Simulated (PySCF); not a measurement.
Question: What does the PBE0-D3(BJ)/def2-SVP structure of `[BH2][PbH2][S]C=C` look like in three dimensions?

Answer: 
```
atom  x, y, z in Å
B1     1.8518    0.8834    0.7182
Pb2    1.3920   -0.7151   -0.8551
S3    -0.5817   -1.8777    0.2659
C4    -1.7853   -0.6149    0.4120
C5    -1.7714    0.6633    0.0156
H6     2.3481    0.5228    1.7538
H7     1.5431    2.0308    0.5273
H8     2.4667   -2.1015   -0.9982
H9     0.8225   -0.2378   -2.4533
H10   -2.6787   -1.0002    0.9207
H11   -2.6369    1.3033    0.2023
H12   -0.9299    1.1154   -0.5180
```

Orientation and origin are arbitrary. Atoms count from 1 in this order. Pb2 (lead bonded to B, S and 2 H) is distorted tetrahedral (angles from 98.6° to 119.9°). B1 (three-coordinate boron) is planar (angles 121.9°, 120.3° and 117.7°, sum 359.9°, 0.03 Å off the plane of its three neighbours).

Bonds between heavy atoms (Å): B1–Pb2 2.289, Pb2–S3 2.550, S3–C4 1.751, C4=C5 1.338.

Method used: PySCF 2.14.0, PBE0-D3(BJ)/def2-SVP geometry optimisation, gas phase, def2 core potentials past Kr.

Point group: C1 (no symmetry element, even within 0.4 Å). No frequency check. The numbers are those of one conformer (H–B1–Pb2–S3 72° and -105°, B1–Pb2–S3–C4 61°, Pb2–S3–C4–C5 2°).
